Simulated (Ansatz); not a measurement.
Mulliken charges of `S[SiH]1CO1` from ωB97M-V/def2-TZVPP in Ansatz (PBE0-D4/def2-TZVP geometry).

```json
{"atom": "S1", "x (Å)": "-2.068", "y (Å)": "0.128", "z (Å)": "-0.741", "charge (e)": "-0.217"}
{"atom": "Si2", "x (Å)": "-0.127", "y (Å)": "0.444", "z (Å)": "0.030", "charge (e)": "0.462"}
{"atom": "C3", "x (Å)": "1.107", "y (Å)": "-0.863", "z (Å)": "0.013", "charge (e)": "-0.189"}
{"atom": "O4", "x (Å)": "0.423", "y (Å)": "-0.489", "z (Å)": "1.278", "charge (e)": "-0.391"}
{"atom": "H5", "x (Å)": "-2.470", "y (Å)": "1.377", "z (Å)": "-0.453", "charge (e)": "0.124"}
{"atom": "H6", "x (Å)": "0.188", "y (Å)": "1.885", "z (Å)": "0.092", "charge (e)": "-0.023"}
{"atom": "H7", "x (Å)": "0.863", "y (Å)": "-1.873", "z (Å)": "-0.310", "charge (e)": "0.117"}
{"atom": "H8", "x (Å)": "2.177", "y (Å)": "-0.666", "z (Å)": "0.037", "charge (e)": "0.117"}
```

Task: By hand: the dipole of these point charges (1 e Å = 4.8032 D).

Result: Σ q r = (0.061, 0.362, -0.418) e Å, of length 0.556 e Å = 2.67 D.

Task: How does the dipole of the full density compare? (Best estimate.)

Result: The calculation gave: (-0.025, 0.296, -0.294) e Å, 2.01 D; the point charges give 1.33 times that, at 11° from its direction.

Point charges leave out the atoms' own dipoles, such as those of lone pairs, and Mulliken's split depends on the basis, so the two needn't agree.
